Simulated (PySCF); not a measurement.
Compound: C₆H₇N₃O.
Geometry (GFN2-xTB, Å), atoms numbered from 1 in this order:
```
atom  x, y, z in Å
C1     3.129   -0.807   -0.152
C2     1.804   -0.893   -0.134
C3     0.942    0.255    0.007
N4     1.365    1.511    0.136
N5     0.268    2.225    0.236
N6    -0.853    1.560    0.186
C7    -0.483    0.287    0.040
C8    -1.447   -0.815   -0.060
C9    -2.888   -0.387    0.016
O10   -1.100   -1.967   -0.192
H11    3.749   -1.681   -0.259
H12    3.624    0.144   -0.058
H13    1.288   -1.838   -0.226
H14    0.293    3.230    0.342
H15   -3.537   -1.255   -0.068
H16   -3.064    0.124    0.959
H17   -3.098    0.319   -0.784
```

Probes without a nucleus sit at each ring's centroid and 1 Å off its mean plane on both sides; NICS is minus the shielding there, NICSzz its component along the normal. Level: GIAO PBE0/pcSseg-1 (PySCF, non-relativistic, gas phase) on the GFN2-xTB geometry, one conformer.

Ring bond lengths (Å), with Mayer bond orders in brackets: C3–N4 1.332 (1.48), N4–N5 1.313 (1.25), N5–N6 1.305 (1.30), N6–C7 1.334 (1.42), C7–C3 1.426 (1.22).

Problem. Give the NICS values of each ring in ppm.

Solution. 
| ring | type | NICS(0) | NICS(1), two faces | NICS(1)zz, two faces | rms pucker (Å) | centre to ring atoms, mean (Å) |
| --- | --- | --- | --- | --- | --- | --- |
| C3–N4–N5–N6–C7 | 5-membered ring with 3 N; formal bonds all aromatic | -12.3 | -12.4 / -12.4 | -29.8 / -29.8 | 0.00 | 1.14 |

Problem. What can be read from them?

Solution. 
- C3–N4–N5–N6–C7: mean NICS(1)zz -29.8 ppm, shielded. For a flat ring without four-coordinate atoms the NICS criterion counts such a value as aromatic.

Problem. How equal are the bonds by HOMA? HOMA takes Krygowski's 1993 parameters.

Solution. 
- C3–N4–N5–N6–C7: HOMA 0.92; the largest term is that of C7–C3, α(R − Ropt)² = 0.38. The geometric and the magnetic index point the same way.

Problem. How shielded are the nuclei of the rings and their hydrogens (means over atoms taken as equivalent)?

Solution. 
```csv
atoms,environment,σ isotropic (ppm),"principal values of the symmetric part, first atom (ppm)"
C3,substituted aromatic carbon,34.2,"-28.2, 7.1, 123.7"
N4,pyridine-type nitrogen,-86.1,"-316.7, -114.9, 173.3"
N5,pyrrole-type nitrogen,8.7,"-118.6, 53.9, 90.9"
N6,pyridine-type nitrogen,-103.3,"-360.4, -123.1, 173.7"
C7,substituted aromatic carbon,41.6,"-21.1, 25.5, 120.5"
H14,N–H hydrogen,20.96,"15.0, 23.3, 24.6"
```

The run took 32 s on one thread, Arm Neoverse V1 (aarch64), no GPU, shared host with 32 logical CPUs at a one-minute load of 8.7, and the process peaked at 0.91 GiB of memory. This is the whole shielding run at PBE0/pcSseg-1, SCF included.
